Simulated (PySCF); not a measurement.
SMILES CN(C)B(C)N (C3H11BN2) (GFN2-xTB optimised geometry):

```
17

B     -0.505     0.022     0.000
C     -1.329     1.392     0.000
H     -1.110     1.999     0.877
H     -2.402     1.213    -0.001
H     -1.108     2.000    -0.875
N     -1.245    -1.175     0.000
H     -2.248    -1.176    -0.003
H     -0.859    -2.102     0.001
N      0.906     0.022     0.000
C      1.708     1.221     0.008
C      1.743    -1.153     0.001
H      2.347     1.253     0.899
H      2.362     1.254    -0.873
H      1.076     2.102     0.003
H      2.402    -1.157    -0.876
H      2.377    -1.176     0.897
H      1.145    -2.059    -0.017
```

Calculation: PBE0/def2-SVP in PySCF 2.14.0.

Question: What are the frontier orbital energies and the dipole moment?

Answer: HOMO-2 -8.71 eV, HOMO-1 -7.93 eV, HOMO -5.93 eV, LUMO 1.70 eV, LUMO+1 2.50 eV; dipole moment 1.08 D.

On the same geometry PBE/def2-SVP in PySCF gives HOMO-2 -7.22 eV, HOMO-1 -6.42 eV, HOMO -4.58 eV, LUMO 0.82 eV, LUMO+1 1.53 eV; dipole moment 1.12 D.

Meta-Löwdin charges at PBE0/def2-SVP: B1 0.17, C2 -0.42, H3 0.10, H4 0.10, H5 0.10, N6 -0.45, H7 0.22, H8 0.20, N9 -0.20, C10 -0.19, C11 -0.19, H12 0.08, H13 0.09, H14 0.11, H15 0.09, H16 0.09, H17 0.09.
